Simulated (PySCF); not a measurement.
C₆ coefficients of unlike pairs at UHF

Calculated with PySCF 2.14 from the dipole response of each species, C₆(A,B) = (3/π) ∫ α_A(iu) α_B(iu) du, in atomic units, from isotropic polarisabilities. For ions this is the dispersion term alone; charge-induced terms of lower order in 1/R come first.

```
species           configuration                                        basis      relativity  α (bohr³)  C₆ (like pair)
   Xe²⁺  [Kr] 4d10 5s2 5p4 (3P)                 aug-cc-pVQZ-DK3 (9s8p6d3f2g)   spin-free X2C      12.80           90.35
   Cl³⁺       [Ne] 3s2 3p2 (3P)                      aug-cc-pVDZ-DK (5s4p2d)   spin-free X2C      4.402           11.94
    Ta⁺  [Xe] 4f14 5d3 6s1 (5F)  aug-cc-pwCVTZ-PP with ECP60MDF (8s8p7d4f3g)  core potential      52.87           476.8
      W  [Xe] 4f14 5d4 6s2 (5D)    aug-cc-pVTZ-PP with ECP60MDF (6s6p5d3f2g)  core potential      101.3            1249
```

Problem. Estimate C₆ for Ta⁺ with Cl³⁺.

Solution. The integral gives 66.46. The combination rule 2 C_A C_B / (C_A α_B/α_A + C_B α_A/α_B) gives 62.19 and the geometric mean 75.47.

No spin-orbit coupling is included.

The other pairs:

```json
{"pair": "W, Cl³⁺", "C₆": "101.1"}
{"pair": "W, Ta⁺", "C₆": "766.1"}
{"pair": "W, Xe²⁺", "C₆": "285.2"}
{"pair": "Ta⁺, Xe²⁺", "C₆": "186.6"}
{"pair": "Cl³⁺, Xe²⁺", "C₆": "32.79"}
```
